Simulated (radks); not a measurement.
Values are calculated unless marked as measured or tabulated.
Question: Nb IV, 38 electrons, occupied as [Kr] 4d1 5s1 (not the ground configuration). Code: a radial shooting solver on a logarithmic mesh with Libxc functionals. Model: scalar-relativistic Kohn-Sham, Wu-Cohen GGA, spin-polarised, spherical densities, finite nucleus; open shells are filled with parallel spins first (spin-orbit coupling, left out, can overturn this in heavy ions); Fermi nuclear charge, rms radius 4.324 fm. Some entries of the table are withheld. Estimate them.

| orbital | occ. | eigenvalue (eV) | r(max) (bohr) | <1/r> (bohr^-1) |
|---|---|---|---|---|
| 1s up | 1 | -18840.88 | 0.02350 | 42.39 |
| 1s down | 1 | -18840.85 | 0.02350 | 42.39 |
| 2s up | 1 | -2666.987 | 0.1332 | 9.523 |
| 2s down | 1 | -2666.836 | 0.1332 | 9.524 |
| 2p up | 3 | -2385.946 | 0.1064 | 9.272 |
| 2p down | 3 | -2385.828 | 0.1064 | 9.272 |
| 3s up | 1 | -474.9241 | 0.3956 | 3.252 |
| 3s down | 1 | -474.8040 | 0.3956 | 3.252 |
| 3p up | 3 | -383.0512 | 0.3892 | 3.091 |
| 3p down | 3 | -382.9213 | 0.3893 | 3.091 |
| 3d up | 5 | -232.7170 | 0.3342 | 2.856 |
| 3d down | 5 | -232.5472 | 0.3342 | 2.856 |
| 4s up | 1 | -93.5296 | (1) | 1.192 |
| 4s down | 1 | -92.6374 | (2) | 1.197 |
| 4p up | 3 | -69.0235 | 1.110 | 1.062 |
| 4p down | 3 | -67.9888 | 1.107 | 1.069 |
| 4d up | 1 | (3) | 1.374 | 0.7871 |
| 4d down | 0 | (4) | 1.360 | 0.8000 |
| 5s up | 1 | -28.0579 | 2.514 | (5) |
| 5s down | 0 | -25.9827 | 2.513 | (6) |

Answer: 
(1) 4s up r(max) (bohr): 1.025
(2) 4s down r(max) (bohr): 1.024
(3) 4d up eigenvalue (eV): -34.3829
(4) 4d down eigenvalue (eV): -32.9260
(5) 5s up <1/r> (bohr^-1): 0.4830
(6) 5s down <1/r> (bohr^-1): 0.4834
